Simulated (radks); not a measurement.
Q: These are the eigenvalues of the occupied orbitals of an atom or ion with whole-number occupations (eV). Method: Dirac Kohn-Sham, LDA (Slater exchange, Perdew-Zunger correlation), spin-unpolarised, spherical densities, point nucleus; computed with a radial shooting solver on a logarithmic mesh with Libxc functionals.

orbital  eigenvalue
1s1/2     -3535.034
2s1/2     -375.5363
2p1/2     -305.3090
2p3/2     -302.4198
3s1/2      -56.1727
3p1/2      -39.4610
3p3/2      -39.1580

Which element is it, and in what charge state? The configuration may be excited. Open shells, if any, fill j = l - 1/2 first.

A: Z = 19, potassium, charge +2: K2+ in [Ne] 3s2 3p5. The list shows which subshells hold electrons but not how many an open one holds; the 1s level, -129.91 hartree, gives Z - s = 16.1 by -(Z - s)^2/2, which with screening and relativity narrows Z to a few neighbours, and the depths of the outer levels then fix element, charge and occupations together.
